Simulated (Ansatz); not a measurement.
Reaction (formal hydrolysis of a C–B bond): `BCC#C` + H₂O → `C#CCO` + BH₃

Program: Ansatz. Geometries: PBE0-D4/def2-TZVP. ΔE: electronic, gas phase. CCSD(T)/CBS is the MP2 limit (def2-TZVPP, def2-QZVPP) plus CCSD(T) − MP2 in def2-TZVPP, frozen cores. This one scheme is used for every species. Functionals use def2-TZVPP. HSE06 is defined as in plane-wave codes. Each species was taken in one conformer, which may not be the lowest.

Question: Is it downhill or uphill in electronic energy at CCSD(T)/CBS, and by how much? (Best estimate.)

Answer: The calculation gave: Uphill: ΔE = +108.8 kJ/mol.

Question: What do these levels give: LDA (SPW92), r2SCAN-D4, B97M-V, BHLYP-D4, BLYP, r2SCANh, HSE06, RPA@PBE/def2-TZVPP, HF/def2-SVP, CCSD(T)/def2-TZVPP, HF/def2-QZVPP, MP2/CBS(def2)? (Best estimate.)

Answer: The calculation gave: LDA (SPW92) 112.8, r2SCAN-D4 106.2, B97M-V 106.3, BHLYP-D4 99.9, BLYP 96.0, r2SCANh 106.6, HSE06 106.6, RPA@PBE/def2-TZVPP 91.8, HF/def2-SVP 81.2, CCSD(T)/def2-TZVPP 102.0, HF/def2-QZVPP 89.3, MP2/CBS(def2) 115.7 kJ/mol.

Largest T1 diagnostic among the species: 0.012.

Leaving LDA and LC-ωPBE aside and taking each functional with its dispersion term where it has one, the values, not all of them listed here, spread over 9.5 kJ/mol, from BLYP-D4 to PBE-QIDH. LDA lies +7.5 kJ/mol from PBE without D4. In def2-TZVPP, CCSD(T) changes the Hartree–Fock value by +13.5 kJ/mol (the triples alone add +0.6 kJ/mol) and MP2 by +20.5 kJ/mol.
